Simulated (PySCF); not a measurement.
# Nuclear quadrupole coupling in `CC(C)[Si@@]1(C)NCC[C@H]1F`

Compound: C₇H₁₆FNSi.
Structure used (PBE0-D3(BJ)/def2-SVP), in Å, numbered top down from 1:
```
atom  x, y, z in Å
C1    -2.1316   -0.0746   -0.8929
C2    -1.5164   -0.1405    0.5038
C3    -2.3497    0.6093    1.5402
Si4    0.2882    0.4229    0.4866
C5     0.4366    2.2227   -0.0278
N6     1.1875    0.0546    1.9343
C7     2.1650   -1.0071    1.7752
C8     2.5814   -0.9917    0.3033
C9     1.3454   -0.7904   -0.5577
F10    0.6444   -1.9991   -0.6474
H11   -3.1682   -0.4527   -0.8917
H12   -2.1674    0.9591   -1.2760
H13   -1.5592   -0.6834   -1.6105
H14   -1.4547   -1.2032    0.7995
H15   -2.4199    1.6849    1.3049
H16   -1.9259    0.5191    2.5537
H17   -3.3822    0.2211    1.5826
H18   -0.0288    2.4068   -1.0090
H19   -0.0519    2.8864    0.7035
H20    1.4963    2.5154   -0.0843
H21    0.8857    0.2430    2.8812
H22    3.0464   -0.8443    2.4208
H23    1.7615   -2.0075    2.0325
H24    3.1179   -1.9098    0.0130
H25    3.2588   -0.1380    0.1280
H26    1.6084   -0.4849   -1.5834
```

Field gradients from the PBE0/pcSseg-1 density (PySCF, non-relativistic), principal values in atomic units, ordered |Vxx| ≤ |Vyy| ≤ |Vzz|:

| atom | Vxx | Vyy | Vzz |
| --- | --- | --- | --- |
| N6 | 0.3366 | 0.7451 | -1.0816 |

**Question.** Find the asymmetry η = (Vxx − Vyy)/Vzz and the couplings χ = eQV/h (234.96 MHz × Q in barn × V in au), with Q(14N) = 0.02044 b.

**Answer.** 
```json
{"atom": "N6", "environment": "silicon-bound nitrogen", "nucleus": "14N", "η": "0.38", "χzz (MHz)": "-5.19", "χxx (MHz)": "1.62", "χyy (MHz)": "3.58"}
```

**Question.** What is Vzz at N6 in SI units (1 au = 9.71736 × 10²¹ V/m²)?

**Answer.** -1.0816 au = -10.511 × 10²¹ V/m².

**Question.** And the gradient at the other heavy atoms, for which no coupling is worked out here?

**Answer.** 
```csv
atom,environment,Vzz (au),η
C1,methyl carbon,0.054,0.44
C2,sp3 carbon bound to silicon,-0.127,0.53
C3,methyl carbon,0.039,0.21
Si4,four-coordinate silicon,0.397,0.13
C5,Si-methyl carbon,-0.103,0.11
C7,sp3 carbon bound to nitrogen,0.227,0.23
C8,ring CH2 carbon,-0.046,0.65
C9,sp3 C–F carbon,0.598,0.33
F10,alkyl fluorine,3.014,0.03
```

Were the hydrogens deuterons (Q(2H) = 0.00286 b), χzz would run from 182 kHz (H23) to 281 kHz (H21).

Geometry: PBE0-D3(BJ)/def2-SVP, one conformer, isolated molecule. A larger basis could move these couplings by a tenth or more.
